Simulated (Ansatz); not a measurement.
All values below come from frozen-core CCSD(T)/cc-pVTZ // B3LYP-D3(BJ)/def2-TZVP run with Ansatz (a first-principles code).

Ansatz 0.2 input:
```yaml
crystal:
  periodic: [false, false, false]
  atoms:
    - { symbol: Br, position_ang: [1.864826, -0.399398, 0.000718] }
    - { symbol: B, position_ang: [-0.000028, -0.000021, 0.000016] }
    - { symbol: Br, position_ang: [-0.586415, 1.814728, -0.001076] }
    - { symbol: Br, position_ang: [-1.278383, -1.41531, 0.000342] }
basis:
  gaussian: { orbitals: cc-pVTZ }
correlation:
  method: ccsd_t
```

Output:

```
Functional definition: HF
1036 factors; integrals over basis functions are off by at most 4.6e-4 eV
mean field evaluation 1: about -210674.0486 eV, gradient 1.9e1 eV
mean field evaluation 2: about -210674.1523 eV, gradient 1.9e1 eV
mean field evaluation 4: about -210675.4928 eV, gradient 2.2e0 eV
mean field evaluation 8: about -210675.5266 eV, gradient 8.7e-2 eV
mean field evaluation 16: about -210674.8788 eV, gradient 1.4e1 eV
mean field -210675.52669393 eV, -7742.1828050012 hartree, gradient 1.7e-6 eV, S^2 0.000000; 0 other end points of the search recorded, 0 dependent functions left out
28 core orbitals not correlated
reference -210675.52669393 eV, -7742.1828050012 hartree; 27, 27 occupied and 104, 104 virtual orbitals, 1036 factors
second order -21.01117237 eV of doubles, -0.00000000 eV of singles
cycle   1  -21.03671671 eV  change   -2.6e-2 eV  update   1.0e-1
cycle   2  -21.52639255 eV  change   -4.9e-1 eV  update   2.9e-2
cycle   3  -21.62562827 eV  change   -9.9e-2 eV  update   1.6e-2
cycle   4  -21.60579146 eV  change    2.0e-2 eV  update   4.8e-3
cycle   5  -21.60554438 eV  change    2.5e-4 eV  update   2.0e-3
cycle   6  -21.60550996 eV  change    3.4e-5 eV  update   4.3e-4
cycle   7  -21.60532912 eV  change    1.8e-4 eV  update   1.1e-4
cycle   8  -21.60537710 eV  change   -4.8e-5 eV  update   2.8e-5
perturbative correction -0.93725172 eV, -0.0344433653 hartree
Total energy: -210698.06932275 eV, -7743.0112313302 hartree
```

Cost: around 110 core-seconds (rough).
